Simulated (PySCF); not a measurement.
Ligand exchange on a metal centre used in film growth or etching (Hf Cl-OH). All species are isolated molecules in the gas phase. One relaxed conformer stands for each flexible species; it need not be the lowest.

The LUMO from two functionals at the same geometries (BP86-D3(BJ)/def2-SVP), both in PySCF: PBE-D3(BJ)/def2-TZVP and TPSSh-D3(BJ)/def2-TZVP. 

```json
[
 {"species": "1 of 4 Cl replaced by OH", "PBE-D3(BJ)/def2-TZVP (eV)": "-2.36"},
 {"species": "2 of 4 Cl replaced by OH ([Hf(Cl)2(OH)2])", "PBE-D3(BJ)/def2-TZVP (eV)": "-1.67"},
 {"species": "3 of 4 Cl replaced by OH", "PBE-D3(BJ)/def2-TZVP (eV)": "-0.86"},
 {"species": "4 of 4 Cl replaced by OH ([Hf(OH)4])", "PBE-D3(BJ)/def2-TZVP (eV)": "-0.62"}
]
```

What does TPSSh-D3(BJ)/def2-TZVP give for each?


- 1 of 4 Cl replaced by OH: -1.95
- 2 of 4 Cl replaced by OH ([Hf(Cl)2(OH)2]): -1.23
- 3 of 4 Cl replaced by OH: -0.37
- 4 of 4 Cl replaced by OH ([Hf(OH)4]): -0.13
Over these rows, drawn at random from the members with no instability flagged (it was tested for open shells, ions and some series alone), PBE minus TPSSh-D3(BJ): mean -0.46 eV, from -0.49 eV to -0.41 eV.
